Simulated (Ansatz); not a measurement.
Molecule: BeHSBr (charge 0, singlet). SMILES: [Br][Be][SH]
Geometry from a B3LYP-D3(BJ)/def2-TZVP (Ansatz, a quantum-chemistry and plane-wave program) optimisation:
```
Be
S 1 1.8997
H 2 1.3469 1 92.21
Br 1 1.9613 3 146.44 2 -180.00
```

Wanted: atomisation energy, in kcal/mol. Terms: non-relativistic; six Cartesian d functions in 6-31G* and its kin unless marked 5d; dispersion terms only where a functional's name holds one; atomisation electronic, to ground-state atoms; no spin-orbit coupling; UHF or UKS for open shells. First-principles rows: single points at B3LYP-D3(BJ) geometries (Ansatz).

```csv
species,coefficient,"E at B3LYP/6-31G* (Ansatz), Eh","E at B3LYP/def2-TZVPD (Ansatz), Eh"
[SH][Be][Br],-1,-2987.53780,-2987.87443
Be atom,+1,-14.66844,-14.67202
Br atom,+1,-2573.83974,-2574.14138
H atom,+1,-0.50027,-0.50215
S atom,+1,-398.10499,-398.13302
```

 1 Eh = 627.5095 kcal/mol.

**Question.** Compute it at each level from the table.

**Answer.** 
- B3LYP/6-31G*: the sum of coefficient times E is 0.42436 Eh, or 266.29 kcal/mol. Result: 266.3 kcal/mol.
- B3LYP/def2-TZVPD: the sum of coefficient times E is 0.42586 Eh, or 267.23 kcal/mol. Result: 267.2 kcal/mol.
